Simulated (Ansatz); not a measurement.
`[OH][AlH]/[CH]=C/F` + H₂O → `O/C=C\F` + `[OH][AlH2]` at 400 K and 1 bar (formal hydrolysis of a C–Al bond).

Isolated molecules relaxed with PBE0-D4/def2-TZVP in Ansatz; ΔE leaves out vibrations. CBS: MP2 limit from def2 TZ/QZ plus the TZ coupled-cluster correction, frozen cores. This one scheme is used for every species. Double bonds are as drawn, so ΔE can hold a change between cis and trans. One conformer a species, not always the lowest.

| species | CCSD(T)/CBS energy (Eh) | H − E (kJ/mol) | S (J/(mol·K)) |
| --- | --- | --- | --- |
| `[OH][AlH]/[CH]=C/F` | -495.52390 | 176.9 | 371.2 |
| H₂O | -76.37941 | 69.8 | 198.6 |
| `O/C=C\F` | -252.83247 | 151.5 | 298.0 |
| `[OH][AlH2]` | -319.03157 | 88.7 | 271.1 |

H − E and S are ideal-gas, rigid-rotor, harmonic terms from PBE0-D4/def2-TZVP, for one conformer and one mirror image of each species. 1 Eh = 2625.50 kJ/mol, R = 8.31446 J/(mol·K).

Problem. By hand: ΔE, ΔH, ΔS and ΔG.

Solution. ΔE = (-252.83247) + (-319.03157) − (-495.52390) − (-76.37941) = 0.03927 Eh = 103.1 kJ/mol. Δ(H − E) = 151.5 + 88.7 − 176.9 − 69.8 = -6.5, so ΔH = 96.6 kJ/mol. ΔS = 298.0 + 271.1 − 371.2 − 198.6 = -0.7 J/(mol·K). ΔG = 96.6 − 400 × (-0.7)/1000 = 96.9 kJ/mol.

Problem. By hand: the equilibrium constant, and the temperature at which ΔG would vanish if ΔH and ΔS stayed fixed.

Solution. log₁₀ K = −ΔG/(RT ln 10) = -12.7. ΔH and −TΔS have one sign here, so there is no such temperature. One of them is within its doubt of zero, so this could turn.

The number of gas molecules stays the same, so ΔS is small and ΔH decides. A doubt of 5 kJ/mol in ΔE shifts log₁₀ K by 0.7 here. Other conformers and mirror images would add mixing entropy, several J/(mol·K) or more a flexible species. These are equilibria of isolated gas molecules and say nothing of rates. Largest T1 diagnostic: 0.013 (customary marks: 0.02 for closed shells, 0.045 for open ones).
